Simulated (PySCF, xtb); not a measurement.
C3H6Cl, SMILES C[C](C)Cl (connectivity only; charge and spin as stated), charge +1, multiplicity 1.

GFN2-xTB run with xtb at its own geometry gives an orbital gap of 2.94 eV.

Geometry optimised at B3LYP-D3(BJ)/def2-SVP. The multiplicity is an assumed one; other spin states were not compared. The isomer is the one that the SMILES or the coordinates give; other isomers of the formula were not compared.

**Question.** What does r2SCAN/def2-TZVP in PySCF give? (An estimate is asked for; the answer gives what the named calculation found.)

**Answer.** gap 4.16 eV (levels -14.00 and -9.84 eV).
